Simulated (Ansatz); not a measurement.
C4H8Si can be A, `C=CC1C[SiH2]1`, or B, `[SiH3]C1=CCC1`.

Isolated molecules relaxed with PBE0-D4/def2-TZVP in Ansatz; ΔE leaves out vibrations. CCSD(T)/CBS is the MP2 limit (def2-TZVPP, def2-QZVPP) plus CCSD(T) − MP2 in def2-TZVPP, frozen cores. Functionals use def2-TZVPP. B3LYP here is the variant with VWN-RPA as its local correlation; programs differ in this. One conformer a species, not always the lowest.

**Question.** Which isomer does CCSD(T)/CBS put lower? Give the gap. (Estimate.)

**Answer.** The calculation gave: B, by 9.6 kJ/mol.

**Question.** Give E(B) − E(A) in kJ/mol with B3LYP-D4, B2PLYP, B3LYP, CCSD(T)/def2-SVP, ωB97M-V, LDA (SPW92), HF/def2-TZVPP. (Best estimate.)

**Answer.** The calculation gave: B3LYP-D4 -5.4, B2PLYP -8.2, B3LYP -7.0, CCSD(T)/def2-SVP -21.7, ωB97M-V -7.9, LDA (SPW92) 2.7, HF/def2-TZVPP -28.9. The order is the other way round with LDA (SPW92).

**Question.** Does the order hold for the free energy at 298.15 K (harmonic terms from PBE0-D4)? (Best estimate.)

**Answer.** Ansatz gave: Yes: G(B) − G(A) = -13.6 kJ/mol, for one conformer each.

Largest T1 diagnostic: 0.011.

Leaving LDA and LC-ωPBE aside and taking each functional with its dispersion term where it has one, the values, not all of them listed here, spread over 16.1 kJ/mol, from ωB97X-V to r2SCAN-D4. LDA lies +5.6 kJ/mol from PBE without D4. From PBE to PBE0 (25 % exact exchange), in def2-TZVPP and without D4, E(B) − E(A) moves by −5.1 kJ/mol.
